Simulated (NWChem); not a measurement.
System: SbH₂ cation

All runs: NWChem. Coordinates come from a PBE-D3(BJ)/def2-SVP optimisation. def2 effective core potentials on Sb; no spin-orbit coupling. Gas phase, vertical.

PBE/def2-SVPD, full TDDFT puts singlet state 3 at 7.54 eV with oscillator strength 0.093.

**Question.** Give the wavelength, the transition dipole and the radiative lifetime of that state in vacuum.

**Answer.** 
1. λ = 1239.84/7.54 = 164 nm, or 60810 cm⁻¹.
2. f = (2/3) ΔE μ² in atomic units, so μ = √(1.5 f/ΔE) = 0.71 a.u. = 1.80 D.
3. τ = 1.499 s cm⁻² / (f ν²) = 4.4 ns, for a non-degenerate state that emits at the vertical energy; a higher state like this one mostly decays faster by other paths.
